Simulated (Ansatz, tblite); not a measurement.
Removing and adding an electron: Ge(tBu)Me3 (C₇H₁₈Ge). Charge 0, multiplicity 1. Geometry: PBE-D4/def2-SVP. Ansatz, gas phase; energy differences of separate SCF runs; the oxidised species was run as a doublet alone; the reduced species was run as a doublet alone.

```xyz
26

Ge   -0.4335    0.3354   -0.7478
C     0.5080   -0.3924    0.8760
C     1.4021    0.7068    1.4728
C     1.3674   -1.5973    0.4594
C    -0.5421   -0.8311    1.9098
H     1.9256    0.3357    2.3839
H     2.1833    1.0396    0.7579
H     0.8172    1.6018    1.7730
H     2.1308   -1.3214   -0.2985
H     0.7524   -2.4179    0.0344
H     1.9120   -2.0141    1.3377
H    -1.2178   -1.6160    1.5091
H    -1.1738    0.0179    2.2449
H    -0.0491   -1.2531    2.8157
C    -1.7153    1.7401   -0.2148
H    -2.1794    2.1965   -1.1127
H    -1.2055    2.5412    0.3570
H    -2.5224    1.3170    0.4160
C    -1.4155   -1.1114   -1.6657
H    -2.0072   -0.6991   -2.5084
H    -2.1123   -1.6185   -0.9682
H    -0.7128   -1.8667   -2.0717
C     0.8795    1.1114   -2.0022
H     1.6430    0.3600   -2.2869
H     1.3944    1.9800   -1.5455
H     0.3708    1.4556   -2.9255
```

The xTB rows come from tblite.

```json
{"level": "GFN2-xTB", "−HOMO (eV)": "10.14", "vertical IE (eV)": "12.63", "−LUMO (eV)": "2.31", "vertical EA (eV)": "-0.27", "HOMO–LUMO gap (eV)": "7.83", "IE − EA (eV)": "12.90", "remarks": "–"}
{"level": "PBE0-D4/def2-TZVP", "−HOMO (eV)": "7.12", "vertical IE (eV)": "8.79", "−LUMO (eV)": "-0.69", "vertical EA (eV)": "-1.78", "HOMO–LUMO gap (eV)": "7.81", "IE − EA (eV)": "10.58", "remarks": "HOMO above zero (-1 doublet)"}
{"level": "CAM-B3LYP-D4/def2-TZVP", "−HOMO (eV)": "8.43", "vertical IE (eV)": "8.97", "−LUMO (eV)": "-1.44", "vertical EA (eV)": "-1.97", "HOMO–LUMO gap (eV)": "9.88", "IE − EA (eV)": "10.94", "remarks": "HOMO above zero (-1 doublet)"}
```

(1) Estimate the rows for GFN1-xTB, PBE-D4/def2-TZVP.

## Answers

(1) 
```tsv
level	−HOMO (eV)	vertical IE (eV)	−LUMO (eV)	vertical EA (eV)	HOMO–LUMO gap (eV)	IE − EA (eV)	remarks
GFN1-xTB	11.16	13.59	4.59	2.31	6.57	11.27	–
PBE-D4/def2-TZVP	5.98	8.58	0.09	-1.47	5.89	10.05	HOMO above zero (-1 doublet)
```

   A HOMO above zero means that the electron is unbound at that level or that self-interaction error raises the level; the energy of removing that electron tells which. Raw xTB energy differences between charge states are shifted by several eV; the methods need an empirical correction for them. Sets without diffuse functions give affinities that are too small. A negative affinity means that the extra electron isn't bound; its size then hangs on the basis.
